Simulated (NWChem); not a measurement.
CH3Cl3Si; SMILES C[Si](Cl)(Cl)Cl

Computed with NWChem. Pople sets run with spherical d functions. Medium grid unless said otherwise, to which SCAN and Minnesota functionals are sensitive. All runs use the structure optimised with PBE0/def2-SVP. Level r2SCAN/6-31G*: energy and gradient; each run changes one setting, and changes count from the defaults (medium grid, exact Coulomb integrals, symmetry on).

### Question
Which setting moves the energy most, and by about how much (defaults; Becke weights; symmetry off; extra-fine grid; Coulomb fitting, Weigend set; Coulomb fitting, Ahlrichs set)?

### Answer
Coulomb fitting, Ahlrichs set, by about 1000 μHa.
| setting | size of the energy change (μHa) | largest change of a gradient component (μHa/bohr) | time, defaults = 1 (rough) |
|---|---|---|---|
| defaults | < 10 | < 30 | about 1 |
| Coulomb fitting, Ahlrichs set | 1000 | 100 | 0.4 |
| Becke weights | < 10 | 50 | about 1 |
| Coulomb fitting, Weigend set | 200 | 80 | 0.4 |
| symmetry off | < 10 | other frame | 2 |
| extra-fine grid | 10 | 40 | about 1 |
